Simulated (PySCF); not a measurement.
# Basis and Hamiltonian dependence of the excitation energy of Ta

Ta [Xe] 4f14 5d3 6s2 (4F) → Ta [Xe] 4f14 5d4 6s1, s spin flipped. Calculated with PySCF 2.14 from differences of total energies of unrestricted determinants, without spin-orbit coupling. Values in eV.

```tsv
basis	Hamiltonian	functions	UHF	LDA	PBE0	MP2 (valence)
aug-cc-pVDZ-PP with ECP60MDF	ECP	54	2.074	1.945	1.955	2.168
def2-QZVPPD with the def2 core potential (60 electrons)	ECP	84	2.097	1.979	1.989	2.151
aug-cc-pVTZ-PP with one added diffuse shell each of s, p, d, f, g type with ECP60MDF	ECP	113	2.081	1.944	1.958	2.145
aug-cc-pwCVTZ-PP with ECP60MDF	ECP	122	2.080	1.943	1.956	2.138
x2c-QZVPPall	spin-free X2C	144	2.065	n/a	n/a	n/a
```

Frozen outside the core potential: valence: 5s2 5p6.

In the upper determinant the s electron has its spin opposite to the other open shell, which mixes two multiplicities.
